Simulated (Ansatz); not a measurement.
One change: `C[C@H]1O[C@@H]1[SbH2]` becomes `C[C@@H]1O[C@H]1C`.

Ansatz, PBE0-D4/def2-TZVP geometries, multiplicity 1. 

Elements past krypton have def2 core potentials.

```
                                          property  `C[C@H]1O[C@@H]1[SbH2]`
size of the dipole moment (ωB97M-V/def2-TZVPP) / D                     1.63
           HOMO–LUMO gap (ωB97M-V/def2-TZVPP) / eV                    10.40
             HOMO–LUMO gap (B3LYP/def2-TZVPP) / eV                     6.24
               LUMO energy (B3LYP/def2-TZVPP) / eV                    -0.62
               HOMO energy (B3LYP/def2-TZVPP) / eV                    -6.86
             HOMO energy (ωB97M-V/def2-TZVPP) / eV                    -9.16
```

(1) What does the change do to each property? (Estimate.)

Results:

(1) Ansatz gave: 
```
                                          property  `C[C@@H]1O[C@H]1C`  shift
size of the dipole moment (ωB97M-V/def2-TZVPP) / D                1.95   0.32
           HOMO–LUMO gap (ωB97M-V/def2-TZVPP) / eV               13.04   2.64
             HOMO–LUMO gap (B3LYP/def2-TZVPP) / eV                8.61   2.37
               LUMO energy (B3LYP/def2-TZVPP) / eV                1.20   1.82
               HOMO energy (B3LYP/def2-TZVPP) / eV               -7.42  -0.56
             HOMO energy (ωB97M-V/def2-TZVPP) / eV              -10.12  -0.96
```

With PBE0 the HOMO falls by 0.64 eV and the LUMO rises by 1.94 eV, so the gap widens by about 2.58 eV. PBE moves the HOMO by -0.16 eV and ωB97M-V by -0.96 eV. Dipoles are sizes alone; their direction can turn.

B3LYP here is the variant with VWN-RPA as its local correlation; programs differ in this.

Spin–orbit coupling is left out; it splits and shifts lone-pair levels of the heavy atoms by tenths of an eV.
